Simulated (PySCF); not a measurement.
Molecule: `C#C/C=C(/C)C=C`, C$_{7}$H$_{8}$.

Bonds (- single, = double, # triple, : aromatic): C1#C2, C2-C3, C3=C4, C4-C5, C4-C6, C6=C7. C1 carries H8; C3 carries H9; C5 carries H10, H11, H12; C6 carries H13; C7 carries H14, H15. Stereochemistry as in C#C/C=C(/C)C=C. H14 is cis to C4; H15 is trans to C4.

Frames of a GFN2-xTB Langevin trajectory at 600 K; GIAO PBE0/pcSseg-1 shieldings in PySCF 2.14.0 with density-fitted response routines, gas phase, non-relativistic; equivalent atoms averaged within each frame.

Referencing at the same level of theory: TMS for ¹³C (186.93 ppm) and ¹H (31.72 ppm). The references are static minima.

How do the shifts (ppm) fluctuate along the trajectory?

Results:


```
         time (fs)     C4     C6     C7     C3     C1    C2    C5   H13   H15   H14
optimised geometry  156.8  143.7  123.2  115.8   94.7  85.3  21.3  7.62  5.64  5.59
               250  156.3  145.4  132.6  111.4  100.5  86.0  13.1  8.08  6.56  6.54
               425  160.9  136.4  128.2  127.9   97.6  91.6  27.1  6.99  6.58  6.06
               625  160.0  158.4  127.8  108.3  100.5  89.1  29.7  7.59  5.14  5.89
               800  173.7  164.5  137.9  115.5   96.0  86.2  22.7  8.32  7.11  5.71
              1000  174.1  132.4  125.2  137.0   98.6  85.6  23.1  6.54  6.05  6.69
    mean of frames  165.0  147.4  130.3  120.0   98.6  87.7  23.2  7.50  6.29  6.18
standard deviation    8.3   13.8    5.0   12.1    1.9   2.6   6.3  0.74  0.75  0.42
```

5 frames give an uncertainty of the mean of about the standard deviation over 2.2 at best, since frames this close in time may not be independent; classical motion lacks zero-point vibration, and the reference would need the same averaging.
